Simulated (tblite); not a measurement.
Species: C8H9 (doublet state).
SMILES with atom numbers: `[H]/[C:1]=[CH:2]\[C@@H:3]1[CH:4]=[C:5]1[C:6](=[CH2:7])[CH3:8]` (hydrogens: H9 on C1; H10 on C2; H11 on C3; H12 on C4; H13, H14 on C7; H15, H16, H17 on C8)
Bond orders are those of one Lewis drawing.

Computed with GFN2-xTB (tblite), gas phase: L-BFGS steps from a force-field or distance-geometry start until the largest atomic force falls under 0.01 eV/Å.

Step 50: E = -584.3042 eV
```
atom  x, y, z in Å  |  force x, y, z in eV/Å
C1      3.4793    0.0718   -0.8325    0.022  -0.057  -0.034
C2      2.3092    0.2831   -0.3263    0.042   0.028   0.001
C3      1.0244   -0.3526   -0.8037    0.015   0.032   0.074
C4     -0.0635    0.5564   -1.2882    0.012   0.008  -0.005
C5     -0.2651   -0.0024   -0.1190    0.008   0.044   0.023
C6     -1.0832   -0.1810    1.0353   -0.059  -0.034  -0.033
C7     -0.7274   -1.0225    2.0079   -0.010   0.008   0.003
C8     -2.3603    0.6102    1.0322   -0.017   0.000  -0.008
H9      3.8980   -0.5307   -1.6112   -0.039   0.044   0.115
H10     2.1608    0.9984    0.4793    0.026  -0.056  -0.065
H11     1.1664   -1.3320   -1.2518   -0.035   0.048  -0.082
H12    -0.3445    1.2358   -2.0538   -0.017  -0.043  -0.052
H13     0.1909   -1.5821    1.9585    0.016   0.016  -0.011
H14    -1.3427   -1.1793    2.8763   -0.015   0.023   0.025
H15    -2.9655    0.3141    0.1759   -0.030  -0.008   0.019
H16    -2.9312    0.4503    1.9429    0.032  -0.035   0.006
H17    -2.1524    1.6745    0.9279    0.047  -0.020   0.023
```

Step 51: E = -584.3065 eV
```
atom  x, y, z in Å  |  force x, y, z in eV/Å
C1      3.4830    0.0624   -0.8298   -0.044  -0.056  -0.012
C2      2.3097    0.2903   -0.3347    0.132   0.027  -0.013
C3      1.0239   -0.3461   -0.8026    0.021   0.068  -0.001
C4     -0.0672    0.5660   -1.2850    0.046  -0.019  -0.008
C5     -0.2610    0.0055   -0.1146   -0.054   0.037  -0.004
C6     -1.0823   -0.1837    1.0359   -0.046   0.011  -0.005
C7     -0.7288   -1.0266    2.0082   -0.010   0.010  -0.007
C8     -2.3597    0.6069    1.0339   -0.035   0.001  -0.005
H9      3.9043   -0.5593   -1.5921   -0.044   0.052   0.117
H10     2.1638    1.0243    0.4541    0.021  -0.057  -0.060
H11     1.1652   -1.3240   -1.2554   -0.049   0.052  -0.066
H12    -0.3500    1.2411   -2.0568    0.000  -0.088   0.025
H13     0.1904   -1.5843    1.9616    0.029   0.008  -0.015
H14    -1.3478   -1.1877    2.8731   -0.017   0.025   0.019
H15    -2.9651    0.3085    0.1788   -0.034   0.003   0.009
H16    -2.9307    0.4467    1.9443    0.033  -0.042   0.014
H17    -2.1547    1.6720    0.9309    0.053  -0.032   0.012
```

Step 52: E = -584.3089 eV
```
atom  x, y, z in Å  |  force x, y, z in eV/Å
C1      3.4870    0.0552   -0.8254    0.002  -0.082  -0.033
C2      2.3124    0.2954   -0.3425    0.084   0.062   0.017
C3      1.0246   -0.3385   -0.8027    0.005   0.080  -0.066
C4     -0.0689    0.5761   -1.2823    0.061  -0.039  -0.015
C5     -0.2570    0.0139   -0.1114   -0.095   0.017  -0.018
C6     -1.0814   -0.1861    1.0358   -0.026   0.044   0.018
C7     -0.7301   -1.0302    2.0081   -0.003   0.012  -0.018
C8     -2.3595    0.6034    1.0354   -0.038  -0.002   0.003
H9      3.9073   -0.5856   -1.5710   -0.019   0.037   0.087
H10     2.1680    1.0460    0.4295    0.007  -0.033  -0.023
H11     1.1620   -1.3143   -1.2619   -0.047   0.050  -0.045
H12    -0.3568    1.2428   -2.0618    0.018  -0.112   0.087
H13     0.1905   -1.5863    1.9670    0.024   0.013  -0.025
H14    -1.3535   -1.1944    2.8696   -0.015   0.025   0.008
H15    -2.9666    0.3039    0.1824   -0.036   0.008  -0.007
H16    -2.9283    0.4416    1.9463    0.022  -0.046   0.030
H17    -2.1566    1.6690    0.9347    0.056  -0.034   0.000
```

Question: Estimate the geometry and energy of step 53. (The exact step hangs on the optimiser's Hessian estimate; all steps are aligned on step 52, rigid shifts and turns removed.)

Answer: E = -584.3113 eV, largest force 0.240 eV/Å
```
atom  x, y, z in Å  |  force x, y, z in eV/Å
C1      3.4961    0.0317   -0.8182   -0.148  -0.060   0.021
C2      2.3169    0.3162   -0.3634    0.237   0.031  -0.018
C3      1.0259   -0.3184   -0.8076    0.005   0.077  -0.066
C4     -0.0732    0.5950   -1.2760    0.042  -0.065  -0.010
C5     -0.2515    0.0304   -0.1043   -0.095  -0.004  -0.023
C6     -1.0775   -0.1874    1.0397   -0.006   0.051   0.029
C7     -0.7328   -1.0400    2.0076    0.001   0.022  -0.021
C8     -2.3596    0.5959    1.0398   -0.041  -0.006   0.010
H9      3.9177   -0.6542   -1.5237   -0.048   0.075   0.112
H10     2.1740    1.1069    0.3698    0.028  -0.067  -0.055
H11     1.1574   -1.2941   -1.2694   -0.038   0.050  -0.036
H12    -0.3690    1.2517   -2.0614    0.014  -0.100   0.114
H13     0.1908   -1.5928    1.9754    0.009   0.025  -0.041
H14    -1.3667   -1.2146    2.8610    0.008   0.035  -0.027
H15    -2.9660    0.2908    0.1885   -0.037   0.024  -0.018
H16    -2.9273    0.4323    1.9506    0.014  -0.058   0.048
H17    -2.1623    1.6625    0.9414    0.054  -0.030  -0.021
```

The energy changes by -0.0025 eV. The first-order estimate −F·Δx gives -0.0042 eV and the mean of the old and new forces, exact on a quadratic surface, -0.0022 eV. The step makes an angle of 85° with the force vector and moves no atom by more than 0.086 Å.

What follows is the cost of the whole relaxation. The run took 1.8 s on an Intel Xeon at 2.50 GHz with one thread, no GPU, on a shared host.
